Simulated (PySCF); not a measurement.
**Structure from 2D NMR**

Compound of formula C5H8F2O2Si. Correlations simulated from computed shifts and the bond graph:

HSQC (one-bond C–H):
| δH | δC |
| --- | --- |
| 7.82 | 151.7 |
| 2.87 | 36.8 |
| 1.17 | 8.7 |

COSY cross peaks (H two or three bonds apart, from the bond graph; peaks can be absent where the dihedral angle is near 90°):
| δH | δH |
| --- | --- |
| 2.87 | 1.17 |

HMBC (two and three bonds, from the bond graph):
| δH | δC |
| --- | --- |
| 7.82 | 204.3, 141.1 |
| 5.17 | 141.1 |
| 2.87 | 204.3, 141.1, 8.7 |
| 1.17 | 204.3, 36.8 |

Carbons without hydrogens: δ 204.3, 141.1.

- GFN2-xTB geometry
- PBE0/pcSseg-1 with gauge-including orbitals
- program: PySCF 2.14.0 with density-fitted response routines
- rapidly exchanging positions averaged, one conformer, non-relativistic, no solvent model

References, each an isolated molecule treated in the same way: TMS for 1H and 13C.

Exchangeable hydrogens are left out of these lists.

Question: Work out the connectivity.

Answer: `CCC(=O)/C(=C/F)O[SiH2]F`.

Numbering as in the mapped SMILES `[CH3:1][CH2:2][C:3](=[O:4])/[C:5](=[CH:6]/[F:7])[O:8][SiH2:9][F:10]`. Each H is labelled by its parent atom.

- δC 204.3 is C3, a ketone carbonyl carbon.
- δC 151.7 is C6, a β carbon of a C=C–C=O unit (δH 7.82).
- δC 141.1 is C5, an alkene carbon bearing oxygen.
- δC 36.8 is C2, an sp3 CH2 α to a carbonyl (δH 2.87).
- δC 8.7 is C1, a methyl carbon (δH 1.17).
- HMBC from δH 7.82 reaches the proton-free carbons C3, C5.
- HMBC from δH 5.17 reaches the proton-free carbon C5.
- HMBC from δH 2.87 reaches the proton-free carbons C3, C5.
- HMBC from δH 1.17 reaches the proton-free carbon C3.
- COSY links 2.87–1.17.

This is the structure that produced the data.

Shifts are as computed. Against solution values, carbons near 30 ppm lie about +3 ppm off and those near 130 ppm about +5 ppm. Of 1309 compounds with measured shifts, 239 miss one by over three times the rms of a fit or turn the order of signals round; such compounds aren't used in these exercises.
